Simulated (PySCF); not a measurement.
Al(Me)(F) (CH3AlF), SMILES [CH3][Al][F], multiplicity 2.

Coordinates come from a PBE0-D3(BJ)/def2-TZVP optimisation. The multiplicity is an assumed one; other spin states were not compared. The isomer is the one that the SMILES or the coordinates give; other isomers of the formula were not compared.

Computed with TDA-ωB97X/def2-SVPD (PySCF).

Vertical excitations. The molecule is in vacuum.

Computed excitation energies, oscillator strengths and character:
```tsv
state	energy (eV)	λ (nm)	f	main pairs
root 1	2.92	425	0.070	α HOMO→LUMO 98 %
root 2	5.03	246	0.018	α HOMO→LUMO+1 14 %, α HOMO→LUMO+3 12 %, β HOMO→LUMO 65 %
root 3	5.09	244	0.111	α HOMO→LUMO+2 67 %, α HOMO→LUMO+3 24 %
root 4	5.73	216	0.062	α HOMO→LUMO+1 76 %, β HOMO→LUMO 17 %
root 5	5.99	207	0.375	α HOMO→LUMO+3 58 %, α HOMO→LUMO+2 19 %, β HOMO→LUMO 11 %
root 6	6.74	184	0.000	α HOMO−1→LUMO 30 %, β HOMO→LUMO+1 59 %
root 7	7.01	177	0.004	β HOMO−1→LUMO 86 %
root 8	7.03	176	0.000	β HOMO−2→LUMO 68 %, β HOMO−3→LUMO 24 %
root 9	7.32	169	0.007	α HOMO→LUMO+5 94 %
root 10	7.36	168	0.001	α HOMO→LUMO+4 83 %
```
Unrestricted roots are not spin-pure.
